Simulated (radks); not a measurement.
Task: Coherent X-ray form factor from a spherical all-electron density. Calculated with a radial shooting solver on a logarithmic mesh with Libxc functionals: Dirac Kohn-Sham, relativistic LDA (MacDonald-Vosko exchange, VWN5 correlation), spin-unpolarised, spherical densities, finite nucleus; Fermi nuclear charge, rms radius of each element as measured or else 0.836 A^(1/3) + 0.57 fm.

sin(theta)/lambda (1/angstrom)  f0 (electrons)
0.05                                     3.961
0.1                                      3.847
0.15                                     3.671
0.2                                      3.449
0.25                                     3.201
0.3                                      2.946
0.4                                      2.472
0.5                                      2.098
0.6                                      1.836
0.8                                      1.544
1                                        1.381
1.25                                     1.203
1.5                                      1.021
2                                        0.692

The species is in the configuration that NIST lists as its ground one. Which atom or ion scatters so?

Result: The oxygen ion O4+, [He] 2s2. Extrapolating in s^2 from the first two rows gives f0(0) = 4.0, near the electron count 4; among species with that count, the fall with angle is slower the higher Z, and the table is that of Z = 8; from so few rows the species is fixed only to a neighbour or two.
